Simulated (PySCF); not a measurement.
TeCl₃, SMILES Cl[Te+](Cl)Cl, charge +1.

Geometry optimised at B3LYP-D3(BJ)/def2-SVP. The spin state was assumed, not searched. The isomer is the one that the SMILES or the coordinates give; other isomers of the formula were not compared. The def2 effective core potentials stand for the cores of Te; spin–orbit coupling is left out.

These are r2SCAN/def2-TZVPD (PySCF) values and carry that method's errors.

The total energy comes out as -1648.43428 hartree, the point group comes out as C3v and the highest occupied level comes out as -13.88 eV. The lowest empty level is -9.38 eV and the orbital gap is 4.51 eV. The dipole moment about the centre of nuclear charge is 0.326 e·Å. The mean static polarisability is 77.2 bohr³ (11.44 Å³) and the polarisability, principal values is 58.3, 86.7, 86.7 bohr³.
